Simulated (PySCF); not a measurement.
Gas-phase equilibrium of 1 mol N₂O, 63 mol N₂ at 2500 K and 10.0 bar, among 8 species (O₂, N₂, O, NO, O₃, N, N₂O, NO₂). Only gases are allowed; each row takes one source of thermochemistry for all species, and Cantera finds the minimum.

Energies from PySCF, thermal terms from the rigid-rotor harmonic-oscillator model, ideal gas at 1 bar. The comparison is the NASA 1993 polynomial table, which mixes measured and estimated data. † marks an energy on the PBE0/def2-TZVP geometry and frequencies; other levels use their own. MP2 and CCSD(T) freeze the core. Open shells (unrestricted) among the columns below: O₂ (multiplicity 3), O (multiplicity 3, electronic degeneracy 9), NO (multiplicity 2, electronic degeneracy 4), N (multiplicity 4), NO₂ (multiplicity 2); the rest are closed-shell singlets. Spin-orbit splitting is ignored; it lowers the true energy and changes the entropy of O, NO. B3LYP is the form with VWN-RPA correlation. MP2 isn't extrapolated to the basis-set limit. CCSD(T) isn't extrapolated to the basis-set limit. The harmonic model lacks anharmonicity and excited electronic states, which grow with temperature; levels with a mode under 35 cm⁻¹ are left out.

Molecules larger than those listed are left out. Table species left out: NO3.

With table thermochemistry: N₂ 0.99, O₂ 0.0055, NO 0.0042, O 0.00034, NO₂ 1.9e-6, N₂O 8.2e-7, N 9.2e-8.

### Question
How far does the composition move with the other sources (B3LYP/def2-TZVP†, CCSD(T)/def2-SVP†, M06-2X/def2-TZVP†, MP2/def2-SVP†, PBE/def2-SVP, PBE0/def2-SVP†)?

### Answer
```json
[
 {"thermochemistry": "table", "x N₂": "0.99", "x O₂": "0.0055", "x NO": "0.0042", "x O": "0.00034", "x NO₂": "1.9e-6", "x N₂O": "8.2e-7", "x N": "9.2e-8"},
 {"thermochemistry": "B3LYP/def2-TZVP†", "x N₂": "0.99", "x O₂": "0.0053", "x NO": "0.0046", "x O": "0.00027", "x NO₂": "2.3e-6", "x N₂O": "1.1e-6", "x N": "8.9e-8"},
 {"thermochemistry": "CCSD(T)/def2-SVP†", "x N₂": "0.99", "x O₂": "0.0048", "x NO": "0.0048", "x O": "0.0012", "x NO₂": "7.5e-7", "x N₂O": "3.4e-7", "x N": "7.6e-7"},
 {"thermochemistry": "M06-2X/def2-TZVP†", "x N₂": "0.99", "x O₂": "0.0058", "x NO": "0.0037", "x O": "0.00032", "x NO₂": "8.5e-7", "x N₂O": "5.5e-7", "x N": "1.1e-7"},
 {"thermochemistry": "MP2/def2-SVP†", "x N₂": "0.99", "x O₂": "0.0062", "x NO": "0.0026", "x O": "0.00044", "x NO₂": "2.0e-6", "x N₂O": "1.5e-6", "x N": "2.6e-7"},
 {"thermochemistry": "PBE/def2-SVP", "x N₂": "0.99", "x O₂": "0.0052", "x NO": "0.0051", "x O": "2.1e-5", "x NO₂": "2.8e-5", "x N₂O": "2.2e-5", "x N": "2.0e-8"},
 {"thermochemistry": "PBE0/def2-SVP†", "x N₂": "0.99", "x O₂": "0.0050", "x NO": "0.0053", "x O": "0.00018", "x NO₂": "5.7e-6", "x N₂O": "3.8e-6", "x N": "1.5e-7"}
]
```
The most sensitive of these is N₂O: it spans a factor of 10^1.8 over these rows; at this temperature one factor of ten is RT ln 10 = 48 kJ/mol.
